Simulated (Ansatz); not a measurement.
BrFH₄OSi₂ (`O[SiH](F)[SiH2]Br`), relaxed with RKS PBE0-D4/def2-TZVP in Ansatz from a PBE-D4/def2-SVP geometry. The force threshold is 0.005 eV/Å; the program also tests the step.

The species carries charge 0 and has multiplicity 1.

Start:

```xyz
9

O     0.825   -0.046    1.800
Si    0.304   -0.971    0.517
F     1.562   -1.610   -0.321
Si   -0.792    0.508   -0.957
Br    0.469    2.383   -0.716
H     1.104    0.854    1.537
H    -0.488   -2.105    1.084
H    -0.791    0.133   -2.411
H    -2.193    0.853   -0.532
```

| step | energy (eV) | largest force (eV/Å) | largest move (Å) |
| --- | --- | --- | --- |
| 1 | -90618.2863 | 1.194 | 0.000 |
| 2 | -90618.3376 | 0.715 | 0.068 |
| 3 | -90618.3550 | 0.175 | 0.047 |
| 4 | -90618.3593 | 0.138 | 0.036 |
| 5 | -90618.3615 | 0.085 | 0.035 |
| 6 | -90618.3618 | 0.021 | 0.013 |
| 7 | -90618.3619 | 0.011 | 0.013 |
| 8 | -90618.3620 | 0.003 | 0.010 |
| 9 | -90618.3620 | 0.004 | 0.005 |
| 10 | -90618.3620 | 0.006 | 0.008 |
| 11 | -90618.3620 | 0.005 | 0.002 |

End:

```xyz
9

O     0.855   -0.085    1.786
Si    0.306   -0.945    0.515
F     1.510   -1.611   -0.301
Si   -0.785    0.523   -0.961
Br    0.375    2.432   -0.764
H     1.186    0.800    1.608
H    -0.513   -2.046    1.067
H    -0.750    0.118   -2.387
H    -2.185    0.816   -0.563
```

Run time 53 s (4 threads of a server CPU on a shared host); peak host memory 0.67 GiB.
